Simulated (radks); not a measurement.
Task: These are the eigenvalues of the occupied orbitals of an atom or ion with whole-number occupations (hartree). Method: scalar-relativistic Kohn-Sham, PBEsol, spin-polarised, spherical densities, point nucleus; computed with a radial shooting solver on a logarithmic mesh with Libxc functionals.

| orbital | eigenvalue |
|---|---|
| 1s down | -2968.982 |
| 1s up | -2968.982 |
| 2s up | -524.7594 |
| 2s down | -524.7534 |
| 2p up | -453.7945 |
| 2p down | -453.7895 |
| 3s up | -124.6897 |
| 3s down | -124.6871 |
| 3p up | -104.1118 |
| 3p down | -104.1089 |
| 3d up | -82.14091 |
| 3d down | -82.13638 |
| 4s up | -27.91377 |
| 4s down | -27.90778 |
| 4p up | -21.16667 |
| 4p down | -21.16095 |
| 4d up | -13.07307 |
| 4d down | -13.06638 |
| 5s up | -5.09124 |
| 5s down | -5.05160 |
| 4f up | -4.08621 |
| 4f down | -4.07677 |
| 5p up | -3.29467 |
| 5p down | -3.24654 |
| 5d up | -1.27734 |
| 5d down | -1.22299 |
| 6d up | -0.35454 |

Which element is it, and in what charge state? The configuration may be excited. Open shells, if any, are filled with parallel spins first.

Result: Z = 79, gold, charge +2: Au2+ in [Xe] 4f14 5d8 6d1. The list shows which subshells hold electrons but not how many an open one holds; the 1s level, -2969 hartree, gives Z - s = 77.1 by -(Z - s)^2/2, which with screening and relativity narrows Z to a few neighbours, and the depths of the outer levels then fix element, charge and occupations together.
